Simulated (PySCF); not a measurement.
Al(H)(Cl)(NMe2) (C2H7AlClN), SMILES C[N](C)[AlH][Cl].

Coordinates come from a B3LYP-D3(BJ)/def2-SVP optimisation. The structure was generated by enumeration; whether it is a known compound was not checked. Other conformers were not sampled.

Two levels are set side by side: TDDFT-PBE/def2-SVPD (PySCF) and TDDFT-B3LYP/def2-SVPD (PySCF). Vertical, same geometry. The lowest singlet is HOMO→LUMO 98 % with PBE and HOMO→LUMO 99 % with the other functional; states are paired by order. Differences are taken from unrounded values.

```tsv
quantity	TDDFT-PBE
lowest singlet excitation (eV)	4.62
lowest triplet excitation (TDA) (eV)	3.70
first bright state (f over 0.05) (eV)	4.62
its oscillator strength	0.13
```

Question: These are the TDDFT-PBE values. What does TDDFT-B3LYP give? (Estimate from the structure and the level; the computed values follow.)

Answer: 
```
quantity                               TDDFT-B3LYP  TDDFT-PBE minus TDDFT-B3LYP
-------------------------------------  -----------  ---------------------------
lowest singlet excitation (eV)                5.06                        -0.44
lowest triplet excitation (TDA) (eV)          4.14                        -0.44
first bright state (f over 0.05) (eV)         5.06                        -0.44
its oscillator strength                       0.14                         0.00
```

Functionals without exact exchange tend to place singlet excitations lower, as here. Differences between two approximate levels are no errors against the true value.

Rough cost on one machine, each run with all the roots and properties that it gave: TDDFT-B3LYP against TDDFT-PBE about 3 times.
